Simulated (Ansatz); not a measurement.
Method: r2SCAN-D4/def2-SVP (Ansatz, a quantum-chemistry and plane-wave program). No frequencies were computed at this level.

Ansatz 0.2 input:
```yaml
crystal:
  periodic: [false, false, false]
  atoms:
    - { symbol: Hf, position_ang: [0.061558, 0.003297, 0.008581] }
    - { symbol: N, position_ang: [1.592476, 0.103173, -1.428045] }
    - { symbol: H, position_ang: [2.47011, -0.413851, -1.390401] }
    - { symbol: H, position_ang: [1.806213, 0.917077, -2.003129] }
    - { symbol: N, position_ang: [0.706942, 1.086152, 1.690178] }
    - { symbol: H, position_ang: [0.744507, 2.10307, 1.757223] }
    - { symbol: H, position_ang: [1.398725, 0.765117, 2.36667] }
    - { symbol: H, position_ang: [-0.190777, -1.776899, 0.497359] }
    - { symbol: H, position_ang: [-1.468879, 0.808925, -0.683823] }
basis:
  gaussian: { orbitals: def2-svp }
hamiltonian:
  xc: r2scan
  dispersion: d4
relax:
  max_steps: 150
```

Output:

```
[...]
relax step  16: F+E_penalty+E_count = -4381.90182559 eV  Δ(F+E_penalty+E_count) = -5.201e-4 eV  max|allowed force component| = 1.692e-1 eV/Å  Δτ_max = 0.0726 Å  (29 SCF iters, accepted)
these checks for a lower state are left out or cut short: starts, cluster_reference, orbital_swaps, neighbouring_geometries, increment
1006 factors; their error is unknown
mean field -4381.86717472 eV, -161.0306485348 hartree, gradient 2.2e-5 eV, S^2 0.000000; 0 other end points of the search recorded, 0 dependent functions left out
reference -4381.86719966 eV, -161.0306494512 hartree; 16, 16 occupied and 74, 74 virtual orbitals, 1006 factors
relax step  17: F+E_penalty+E_count = -4381.90280805 eV  Δ(F+E_penalty+E_count) = -9.825e-4 eV  max|allowed force component| = 9.932e-2 eV/Å  Δτ_max = 0.0121 Å  (31 SCF iters, accepted)
these checks for a lower state are left out or cut short: starts, cluster_reference, orbital_swaps, neighbouring_geometries, increment
1006 factors; their error is unknown
mean field -4381.86917487 eV, -161.0307220388 hartree, gradient 2.3e-5 eV, S^2 0.000000; 0 other end points of the search recorded, 0 dependent functions left out
reference -4381.86919997 eV, -161.0307229611 hartree; 16, 16 occupied and 74, 74 virtual orbitals, 1006 factors
relax step  18: F+E_penalty+E_count = -4381.90486089 eV  Δ(F+E_penalty+E_count) = -2.053e-3 eV  max|allowed force component| = 1.473e-2 eV/Å  Δτ_max = 0.0725 Å  (30 SCF iters, accepted)
these checks for a lower state are left out or cut short: starts, cluster_reference, orbital_swaps, neighbouring_geometries, increment
1006 factors; their error is unknown
mean field -4381.85624794 eV, -161.0302469830 hartree, gradient 2.4e-5 eV, S^2 0.000000; 0 other end points of the search recorded, 0 dependent functions left out
reference -4381.85627343 eV, -161.0302479198 hartree; 16, 16 occupied and 74, 74 virtual orbitals, 1006 factors
relax step  19: F+E_penalty+E_count = -4381.89196396 eV  Δ(F+E_penalty+E_count) = +1.290e-2 eV  max|allowed force component| = 7.920e-1 eV/Å  Δτ_max = 0.1957 Å  (36 SCF iters, rejected (line search))
these checks for a lower state are left out or cut short: starts, cluster_reference, orbital_swaps, neighbouring_geometries, increment
1006 factors; their error is unknown
mean field evaluation 160: about -4381.8707 eV, gradient 2.4e-5 eV
mean field -4381.87068835 eV, -161.0307776581 hartree, gradient 2.4e-5 eV, S^2 0.000000; 0 other end points of the search recorded, 0 dependent functions left out
reference -4381.87071362 eV, -161.0307785870 hartree; 16, 16 occupied and 74, 74 virtual orbitals, 1006 factors
relax step  20: F+E_penalty+E_count = -4381.90641692 eV  Δ(F+E_penalty+E_count) = -1.556e-3 eV  max|allowed force component| = 6.709e-3 eV/Å  Δτ_max = 0.0823 Å  (29 SCF iters, accepted)
these checks for a lower state are left out or cut short: starts, cluster_reference, orbital_swaps, neighbouring_geometries, increment
1006 factors; their error is unknown
mean field -4381.87065521 eV, -161.0307764403 hartree, gradient 2.4e-5 eV, S^2 0.000000; 0 other end points of the search recorded, 0 dependent functions left out
reference -4381.87068066 eV, -161.0307773758 hartree; 16, 16 occupied and 74, 74 virtual orbitals, 1006 factors
relax step  21: F+E_penalty+E_count = -4381.90639168 eV  Δ(F+E_penalty+E_count) = +2.524e-5 eV  max|allowed force component| = 2.581e-1 eV/Å  Δτ_max = 0.0950 Å  (30 SCF iters, rejected (line search))
these checks for a lower state are left out or cut short: starts, cluster_reference, orbital_swaps, neighbouring_geometries, increment
1006 factors; their error is unknown
mean field -4381.87139454 eV, -161.0308036101 hartree, gradient 2.3e-5 eV, S^2 0.000000; 0 other end points of the search recorded, 0 dependent functions left out
reference -4381.87141990 eV, -161.0308045422 hartree; 16, 16 occupied and 74, 74 virtual orbitals, 1006 factors
relax step  22: F+E_penalty+E_count = -4381.90713145 eV  Δ(F+E_penalty+E_count) = -7.145e-4 eV  max|allowed force component| = 5.279e-2 eV/Å  Δτ_max = 0.0459 Å  (30 SCF iters, accepted)
these checks for a lower state are left out or cut short: starts, cluster_reference, orbital_swaps, neighbouring_geometries, increment
1006 factors; their error is unknown
mean field -4381.87154338 eV, -161.0308090800 hartree, gradient 2.3e-5 eV, S^2 0.000000; 0 other end points of the search recorded, 0 dependent functions left out
reference -4381.87156884 eV, -161.0308100158 hartree; 16, 16 occupied and 74, 74 virtual orbitals, 1006 factors
relax step  23: F+E_penalty+E_count = -4381.90728175 eV  Δ(F+E_penalty+E_count) = -1.503e-4 eV  max|allowed force component| = 9.784e-2 eV/Å  Δτ_max = 0.0488 Å  (31 SCF iters, accepted)
these checks for a lower state are left out or cut short: starts, cluster_reference, orbital_swaps, neighbouring_geometries, increment
1006 factors; their error is unknown
mean field -4381.86987582 eV, -161.0307477985 hartree, gradient 2.7e-5 eV, S^2 0.000000; 0 other end points of the search recorded, 0 dependent functions left out
reference -4381.86990140 eV, -161.0307487382 hartree; 16, 16 occupied and 74, 74 virtual orbitals, 1006 factors
relax step  24: F+E_penalty+E_count = -4381.90561048 eV  Δ(F+E_penalty+E_count) = +1.671e-3 eV  max|allowed force component| = 1.375e-1 eV/Å  Δτ_max = 0.0750 Å  (30 SCF iters, rejected (line search))
these checks for a lower state are left out or cut short: starts, cluster_reference, orbital_swaps, neighbouring_geometries, increment
1006 factors; their error is unknown
mean field evaluation 192: about -4381.8714 eV, gradient 4.3e-4 eV
mean field -4381.87138334 eV, -161.0308031986 hartree, gradient 2.1e-5 eV, S^2 0.000000; 0 other end points of the search recorded, 0 dependent functions left out
reference -4381.87140886 eV, -161.0308041365 hartree; 16, 16 occupied and 74, 74 virtual orbitals, 1006 factors
relax step  25: F+E_penalty+E_count = -4381.90713310 eV  Δ(F+E_penalty+E_count) = +1.486e-4 eV  max|allowed force component| = 8.555e-2 eV/Å  Δτ_max = 0.0375 Å  (31 SCF iters, rejected (line search))
these checks for a lower state are left out or cut short: starts, cluster_reference, orbital_swaps, neighbouring_geometries, increment
1006 factors; their error is unknown
mean field -4381.87224109 eV, -161.0308347205 hartree, gradient 2.3e-5 eV, S^2 0.000000; 0 other end points of the search recorded, 0 dependent functions left out
reference -4381.87226656 eV, -161.0308356564 hartree; 16, 16 occupied and 74, 74 virtual orbitals, 1006 factors
relax step  26: F+E_penalty+E_count = -4381.90799181 eV  Δ(F+E_penalty+E_count) = -7.101e-4 eV  max|allowed force component| = 2.251e-2 eV/Å  Δτ_max = 0.0183 Å  (30 SCF iters, accepted)
these checks for a lower state are left out or cut short: starts, cluster_reference, orbital_swaps, neighbouring_geometries, increment
1006 factors; their error is unknown
mean field -4381.87270452 eV, -161.0308517510 hartree, gradient 2.3e-5 eV, S^2 0.000000; 0 other end points of the search recorded, 0 dependent functions left out
reference -4381.87273004 eV, -161.0308526890 hartree; 16, 16 occupied and 74, 74 virtual orbitals, 1006 factors
relax step  27: F+E_penalty+E_count = -4381.90846147 eV  Δ(F+E_penalty+E_count) = -4.697e-4 eV  max|allowed force component| = 7.273e-3 eV/Å  Δτ_max = 0.0375 Å  (30 SCF iters, accepted)
these checks for a lower state are left out or cut short: starts, cluster_reference, orbital_swaps, neighbouring_geometries, increment
1006 factors; their error is unknown
mean field -4381.87282931 eV, -161.0308563371 hartree, gradient 2.2e-5 eV, S^2 0.000000; 0 other end points of the search recorded, 0 dependent functions left out
reference -4381.87285490 eV, -161.0308572774 hartree; 16, 16 occupied and 74, 74 virtual orbitals, 1006 factors
relax step  28: F+E_penalty+E_count = -4381.90858578 eV  Δ(F+E_penalty+E_count) = -1.243e-4 eV  max|allowed force component| = 1.221e-1 eV/Å  Δτ_max = 0.0559 Å  (31 SCF iters, accepted)
these checks for a lower state are left out or cut short: starts, cluster_reference, orbital_swaps, neighbouring_geometries, increment
1006 factors; their error is unknown
mean field -4381.87329859 eV, -161.0308735829 hartree, gradient 2.3e-5 eV, S^2 0.000000; 0 other end points of the search recorded, 0 dependent functions left out
reference -4381.87332422 eV, -161.0308745245 hartree; 16, 16 occupied and 74, 74 virtual orbitals, 1006 factors
relax step  29: F+E_penalty+E_count = -4381.90906808 eV  Δ(F+E_penalty+E_count) = -4.823e-4 eV  max|allowed force component| = 4.005e-2 eV/Å  Δτ_max = 0.0305 Å  (31 SCF iters, accepted)
these checks for a lower state are left out or cut short: starts, cluster_reference, orbital_swaps, neighbouring_geometries, increment
1006 factors; their error is unknown
mean field evaluation 224: about -4381.9520 eV, gradient 2.1e0 eV
mean field -4381.87343292 eV, -161.0308785195 hartree, gradient 2.3e-5 eV, S^2 0.000000; 0 other end points of the search recorded, 0 dependent functions left out
reference -4381.87345856 eV, -161.0308794616 hartree; 16, 16 occupied and 74, 74 virtual orbitals, 1006 factors
relax step  30: F+E_penalty+E_count = -4381.90920487 eV  Δ(F+E_penalty+E_count) = -1.368e-4 eV  max|allowed force component| = 5.170e-2 eV/Å  Δτ_max = 0.0181 Å  (32 SCF iters, accepted)
these checks for a lower state are left out or cut short: starts, cluster_reference, orbital_swaps, neighbouring_geometries, increment
1006 factors; their error is unknown
mean field -4381.87352925 eV, -161.0308820596 hartree, gradient 2.3e-5 eV, S^2 0.000000; 0 other end points of the search recorded, 0 dependent functions left out
reference -4381.87355490 eV, -161.0308830019 hartree; 16, 16 occupied and 74, 74 virtual orbitals, 1006 factors
relax step  31: F+E_penalty+E_count = -4381.90930143 eV  Δ(F+E_penalty+E_count) = -9.656e-5 eV  max|allowed force component| = 2.696e-2 eV/Å  Δτ_max = 0.0148 Å  (31 SCF iters, accepted)
these checks for a lower state are left out or cut short: starts, cluster_reference, orbital_swaps, neighbouring_geometries, increment
1006 factors; their error is unknown
mean field -4381.87360369 eV, -161.0308847949 hartree, gradient 2.3e-5 eV, S^2 0.000000; 0 other end points of the search recorded, 0 dependent functions left out
reference -4381.87362934 eV, -161.0308857375 hartree; 16, 16 occupied and 74, 74 virtual orbitals, 1006 factors
relax step  32: F+E_penalty+E_count = -4381.90937559 eV  Δ(F+E_penalty+E_count) = -7.416e-5 eV  max|allowed force component| = 3.727e-2 eV/Å  Δτ_max = 0.0229 Å  (31 SCF iters, accepted)
these checks for a lower state are left out or cut short: starts, cluster_reference, orbital_swaps, neighbouring_geometries, increment
1006 factors; their error is unknown
mean field -4381.87365695 eV, -161.0308867525 hartree, gradient 2.3e-5 eV, S^2 0.000000; 0 other end points of the search recorded, 0 dependent functions left out
reference -4381.87368261 eV, -161.0308876954 hartree; 16, 16 occupied and 74, 74 virtual orbitals, 1006 factors
relax step  33: F+E_penalty+E_count = -4381.90942854 eV  Δ(F+E_penalty+E_count) = -5.295e-5 eV  max|allowed force component| = 3.488e-2 eV/Å  Δτ_max = 0.0213 Å  (30 SCF iters, accepted)
these checks for a lower state are left out or cut short: starts, cluster_reference, orbital_swaps, neighbouring_geometries, increment
1006 factors; their error is unknown
mean field evaluation 256: about -4381.8737 eV, gradient 1.2e-3 eV
mean field -4381.87369279 eV, -161.0308880693 hartree, gradient 2.3e-5 eV, S^2 0.000000; 0 other end points of the search recorded, 0 dependent functions left out
reference -4381.87371845 eV, -161.0308890122 hartree; 16, 16 occupied and 74, 74 virtual orbitals, 1006 factors
relax step  34: F+E_penalty+E_count = -4381.90946450 eV  Δ(F+E_penalty+E_count) = -3.596e-5 eV  max|allowed force component| = 1.825e-2 eV/Å  Δτ_max = 0.0104 Å  (31 SCF iters, accepted)
these checks for a lower state are left out or cut short: starts, cluster_reference, orbital_swaps, neighbouring_geometries, increment
1006 factors; their error is unknown
mean field -4381.87370836 eV, -161.0308886415 hartree, gradient 2.3e-5 eV, S^2 0.000000; 0 other end points of the search recorded, 0 dependent functions left out
reference -4381.87373402 eV, -161.0308895845 hartree; 16, 16 occupied and 74, 74 virtual orbitals, 1006 factors
relax step  35: F+E_penalty+E_count = -4381.90948086 eV  Δ(F+E_penalty+E_count) = -1.636e-5 eV  max|allowed force component| = 7.288e-3 eV/Å  Δτ_max = 0.0079 Å  (31 SCF iters, accepted)
1006 factors; their error is unknown
mean field evaluation 288: about -4381.8737 eV, gradient 5.0e-5 eV
mean field -4381.87370836 eV, -161.0308886415 hartree, gradient 2.3e-5 eV, S^2 0.000000; 1 other end points of the search recorded, 0 dependent functions left out
reference -4381.87373402 eV, -161.0308895845 hartree; 16, 16 occupied and 74, 74 virtual orbitals, 1006 factors
Total energy: -4381.90950652 eV, -161.0322041999 hartree
Atom 0 at     0.159775     0.146953     0.021469 Å, force    -0.000941     0.005271    -0.000985 eV/Å
Atom 1 at     1.636182     0.163389    -1.358041 Å, force     0.001631     0.000723    -0.000026 eV/Å
Atom 2 at     2.590636     0.517793    -1.327748 Å, force    -0.000980     0.000152     0.000137 eV/Å
Atom 3 at     1.481146    -0.238220    -2.286070 Å, force    -0.000401    -0.000309     0.000383 eV/Å
Atom 4 at     0.807729     1.019065     1.726756 Å, force     0.003497    -0.007288    -0.000444 eV/Å
Atom 5 at     0.727790     2.008430     1.967315 Å, force    -0.000593     0.001096     0.000605 eV/Å
Atom 6 at     1.261648     0.540644     2.506907 Å, force    -0.001255     0.003972     0.000018 eV/Å
Atom 7 at    -0.273122    -1.654653     0.297515 Å, force    -0.001553    -0.001856     0.000379 eV/Å
Atom 8 at    -1.270910     1.092658    -0.733491 Å, force     0.000594    -0.001761    -0.000068 eV/Å
Dipole moment:     0.499403     0.231649     0.136073 e Å
```

Cost: about 2.3 core-minutes (a rough figure).
